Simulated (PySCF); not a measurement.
Work out the structure from these simulated measurements.

Formula: C6H15O4P.

| Item | Value |
| --- | --- |
| 1H NMR | chemical shifts (computed TMS as zero) by class: 3.92 (6 H), 1.30 (9 H) ppm [GIAO CAM-B3LYP/pcSseg-1] |
| UV, first state | lowest singlet excitation: 8.17 eV (152 nm, f = 0.043) [TDDFT CAM-B3LYP/def2-SVPD] |
| 13C NMR | chemical shifts (computed TMS as zero) by class: 62.4 (3 C), 18.0 (3 C) ppm [GIAO CAM-B3LYP/pcSseg-1] |
| Rotational structure | rotational constants A, B, C: 0.859, 0.804, 0.471 GHz [PBE0-D3(BJ)/def2-SVP] |
| UV, strongest line | among the 10 lowest singlet transitions: S2 at 8.21 eV (151 nm, f = 0.045) [TDDFT CAM-B3LYP/def2-SVPD] |
| Polarisability | 110.3 au [CAM-B3LYP/def2-SVPD] |
| Dipole | 1.03 D [CAM-B3LYP/def2-SVPD] |
| NMR, other nuclei | isotropic shieldings of nuclei other than C and H, by class: 211 (1 O), 228 (3 O), 303 (1 P) ppm [GIAO CAM-B3LYP/pcSseg-1] |

The electronic properties come from PySCF, for the isolated species, density fitting. Levels stand in brackets. Geometry: PBE0-D3(BJ)/def2-SVP, one conformer, isolated molecule. NMR classes are plain means over equivalent atoms (diastereotopic ones count apart unless rotation or inversion swaps them), as if these changed places fast.

**Question.** What is the compound? Reason from the data.

**Answer.** Numbering: `[CH3:1][CH2:2][O:3][P:4](=[O:5])([O:6][CH2:7][CH3:8])[O:9][CH2:10][CH3:11]`. 6 carbons fall into 2 classes; from least to most shielded: sp3 carbon bound to oxygen [C2/C7/C10] (62.4 ppm, 3 C), methyl carbon [C1/C8/C11] (18.0 ppm, 3 C). Hydrogen classes from least to most shielded: 6 H on 3 like atoms (sp3 carbon bound to oxygen), C2/C7/C10 (3.92 ppm), 9 H on 3 methyl carbons, C1/C8/C11 (1.30 ppm, a mean of values up to 0.5 ppm apart in this geometry). The other shieldings belong to: 211 ppm, phosphoryl oxygen [O5]; 228 ppm, oxygen bonded to C and P [O3/O6/O9]; 303 ppm, phosphoryl phosphorus [P4]. By its constants the optimised geometry is an asymmetric top. Structure: `CCOP(=O)(OCC)OCC`. The assignments are read from this structure; whether some other isomer fits the data as well wasn't checked.
